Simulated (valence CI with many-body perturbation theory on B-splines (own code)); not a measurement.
**Pr¹⁰⁺: calculated level list**

Level of theory: valence CI with perturbative core correlation (CI+MBPT): three valence electrons over a frozen Dirac-Fock core [Kr] 4d10, a basis of 7 s, 7 p, 7 d, 7 f, 4 g, 2 h functions for each j, with the one-electron correlation potential Σ1 (screened to all orders), the two-electron term Σ2, the three-electron term Σ3, Breit, model QED; selected single and double excitations, second order for the rest, scaled by the run's own slope (own B-spline code, finite nucleus).

No measured levels were compared; by estimate levels hold to about 250 cm⁻¹ or 0.2 % of their energy and the worst to 1 %, as in measured heavy ions of charge 2 to 7; those with d or f electrons hold less well.

Levels 1 to 45 of 199, with energies above the lowest level, 5s2.5p 2P°_1/2. "Leading %" is the weight of the configuration and term that name the level; weights of strongly mixed levels are sums over their largest components and can fall short. In the jj column 3d3/2^4 stands for four electrons in 3d with j = 3/2. Lifetimes count E1, E2, E3, M1 and M2 decay at the calculated energies, and are blank where another channel may lead or the interval is too uncertain; long ones can be off by a factor of two.

```tsv
No.	Configuration	Term	J	E (cm⁻¹)	Leading %	Lifetime	Leading jj
1	5s2.5p	2P°	1/2	0.0	98		5s^2 5p1/2 (98 %)
2	4f.5s2	2F°	5/2	4147	98	46300 s	4f5/2 5s^2 (98 %)
3	4f.5s2	2F°	7/2	7500	98	2.28 s	4f7/2 5s^2 (98 %)
4	5s2.5p	2P°	3/2	39125	98	1.82 ms	5s^2 5p3/2 (98 %)
5	4f.5s.5p	4G	5/2	142610	57	27.9 ns	4f5/2 5s 5p1/2 (96 %)
6	4f.5s.5p	4F	7/2	146480	47	17.4 ns	4f7/2 5s 5p1/2 (72 %)
7	4f.5s.5p	4F	3/2	148990	80	4.28 ns	4f5/2 5s 5p1/2 (81 %)
8	5s.5p2	4P	1/2	150570	85	2.25 ns	5s 5p1/2^2 (77 %)
9	4f.5s.5p	2F	7/2	151230	47	2.76 ns	4f5/2 5s 5p1/2 (59 %)
10	4f.5s.5p	4F	5/2	151400	42	2.97 ns	4f7/2 5s 5p1/2 (42 %)
11	4f.5s.5p	4F	9/2	153430	50	4.05 ns	4f7/2 5s 5p1/2 (82 %)
12	4f.5s.5p	2F	5/2	159060	46	3.05 ns	4f5/2 5s 5p1/2 (44 %)
13	4f.5s.5p	2G	7/2	162520	46	2.03 ns	4f7/2 5s 5p1/2 (80 %)
14	4f2.5s	4H	7/2	170550	98	2.13 μs	4f5/2^2 5s (83 %)
15	4f2.5s	4H	9/2	171840	98	264 μs	4f5/2 4f7/2 5s (56 %)
16	5s.5p2	4P	3/2	173490	93	14.0 ns	5s 5p1/2 5p3/2 (93 %)
17	4f2.5s	4H	11/2	173530	99	2.75 s	4f5/2 4f7/2 5s (83 %)
18	4f2.5s	4H	13/2	175500	100	3.64 s	4f7/2^2 5s (83 %)
19	4f2.5s	4F	3/2	177490	97	89.9 ns	4f5/2^2 5s (64 %)
20	4f2.5s	4F	5/2	178030	91	35.0 ns	4f5/2 4f7/2 5s (56 %)
21	4f2.5s	4F	7/2	178490	66	20.1 ns	4f5/2 4f7/2 5s (64 %)
22	4f2.5s	4F	9/2	179230	55	104 ns	4f5/2 4f7/2 5s (33 %)
23	4f2.5s	4F	7/2	181090	32	9.46 ns	4f5/2 5s 5p3/2 (61 %)
24	4f.5s.5p	4F	9/2	181480	29	134 ns	4f7/2 5s 5p3/2 (38 %)
25	4f.5s.5p	4F	5/2	181880	22	3.45 ns	4f5/2 5s 5p3/2 (62 %)
26	4f2.5s	2H	9/2	182860	77	3.76 μs	4f5/2 4f7/2 5s (50 %)
27	4f2.5s	2G	7/2	184720	79	113 ns	4f5/2 4f7/2 5s (49 %)
28	4f.5s.5p	4G	11/2	185260	100	2.70 ms	4f7/2 5s 5p3/2 (100 %)
29	5s.5p2	4P	5/2	185610	34	4.23 ns	5s 5p1/2 5p3/2 (39 %)
30	4f2.5s	2G	9/2	185670	70	134 ns	4f7/2^2 5s (62 %)
31	4f2.5s	2H	11/2	186400	98	807 ms	4f7/2^2 5s (64 %)
32	4f.5s.5p	4D	3/2	186640	76	6.30 ns	4f5/2 5s 5p3/2 (94 %)
33	4f.5s.5p	2F	7/2	188050	28	5.28 ns	4f7/2 5s 5p3/2 (70 %)
34	4f.5s.5p	4D	1/2	189020	100	3.69 μs	4f5/2 5s 5p3/2 (100 %)
35	4f2.5s	2F	5/2	189460	93	35.4 ns	4f5/2 4f7/2 5s (62 %)
36	4f2.5s	2F	7/2	192080	90	19.0 ns	4f7/2^2 5s (66 %)
37	4f.5s.5p	2D	5/2	193130	31	2.25 ns	4f7/2 5s 5p3/2 (69 %)
38	4f2.5s	2D	3/2	194930	38	621 ps	4f7/2 5s 5p3/2 (34 %)
39	4f.5s.5p	2G	9/2	196600	89	284 ns	4f5/2 5s 5p3/2 (58 %)
40	4f2.5s	2D	3/2	197460	52	4.20 ns	4f7/2 5s 5p3/2 (41 %)
41	4f2.5s	2D	5/2	198520	79	7.13 ns	4f7/2^2 5s (46 %)
42	4f2.5s	4P	1/2	200860	98	19.2 ns	4f5/2^2 5s (41 %)
43	4f2.5s	4P	3/2	201870	94	275 ns	4f5/2 4f7/2 5s (87 %)
44	4f2.5s	4P	5/2	202740	89	5.55 ns	4f7/2^2 5s (44 %)
45	4f2.5s	2I	13/2	203260	99	293 ms	4f5/2 4f7/2 5s (82 %)
```

Names give the largest LS component (configuration and term), which can be under half, so a name can repeat, a term be missing and a line seem to break the LS rules; names also repeat where a configuration has a term twice.

Where two levels of one J and parity lie close, their mixing, g and order are uncertain.

The ionisation energy to 5s2 1S_0 of the next ion comes out as 163.04 eV (NIST: 162 ± 2.4 eV (theoretical)). All 199 levels together are meant to be complete up to 426280 cm⁻¹.
